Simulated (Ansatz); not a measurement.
CHO$_{2}$ (SMILES O=[C]O), doublet, geometry from GFN2-xTB, atoms displaced at random by about 0.1 Å a coordinate. Base run: Ansatz (a program for electronic structure) with HF/3-21G.

Here is a job for Ansatz.
Ansatz 0.2 input:
```yaml
crystal:
  periodic: [false, false, false]
  atoms:
    - {symbol: O, position_ang: [1.03867250, -0.66177303, -0.11694432]}
    - {symbol: C, position_ang: [0.36481505, 0.38647847, 0.30432946]}
    - {symbol: O, position_ang: [-1.01868746, 0.61323442, 0.05554607]}
    - {symbol: H, position_ang: [-1.43186145, -0.04592521, -0.47039925]}
basis:
  gaussian:
    orbitals: 3-21G.json
hamiltonian:
  xc: hf
magnetization: {spin_polarized: true, initial_magnetization: 1}
relax: {}
```
The basis file holds 3-21G in the JSON format of the Basis Set Exchange.

The base run was repeated with changes; each row names its change, and settings that it needs were set with it.

```tsv
change	ΔE vs base (kcal/mol)	optimiser steps
base	0.000	7
relax = max_displacement: 0.02	0.000	10
relax = max_displacement: 0.5	0.000	7
relax = f_tol: 0.0005	0.000	8
relax = f_tol: 0.1	0.005	5
relax = escape_saddle: false	0.000	7
relax = f_tol: 0.05	0.000	6
```
